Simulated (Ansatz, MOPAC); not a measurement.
Species: CH$_{3}$AlF (charge 0, doublet). SMILES: [CH3][Al][F]
Geometry: optimised at B3LYP-D3(BJ)/def2-TZVP (Ansatz, an electronic-structure program).

Wanted: vertical electron affinity to the singlet, in eV. Conventions: open shells spin-unrestricted; no spin-orbit coupling; 6-31G* and kin with 6d, 5d where marked; each state is the SCF solution reached for its charge and spin; non-relativistic; dispersion terms only where a functional's name holds one. First-principles rows: single points at B3LYP-D3(BJ) geometries (Ansatz). Semi-empirical rows: differences of heats of formation at the shared geometry for vertical values. The spin state of an ion or metal species was assumed, not searched.

| species | coefficient | E at HF/6-31G* (Ansatz), Eh | E at wB97M-V/def2-TZVPD (Ansatz), Eh | heat of formation at PM6 (MOPAC), kcal/mol |
|---|---|---|---|---|
| charge -1, singlet | -1 | -380.98739 | -382.26098 | -90.28 |
| charge 0, doublet | +1 | -381.00343 | -382.22310 | -66.32 |

 1 Eh = 27.2114 eV and 1 eV = 23.0605 kcal/mol.

Task: Compute it at each level from the table.

Result: 
- HF/6-31G*: the sum of coefficient times E is -0.01604 Eh, or -0.436 eV. Result: -0.44 eV.
- wB97M-V/def2-TZVPD: the sum of coefficient times E is 0.03788 Eh, or 1.031 eV. Result: 1.03 eV.
- PM6: the sum of coefficient times heat of formation is 23.96 kcal/mol, or 1.04 eV.
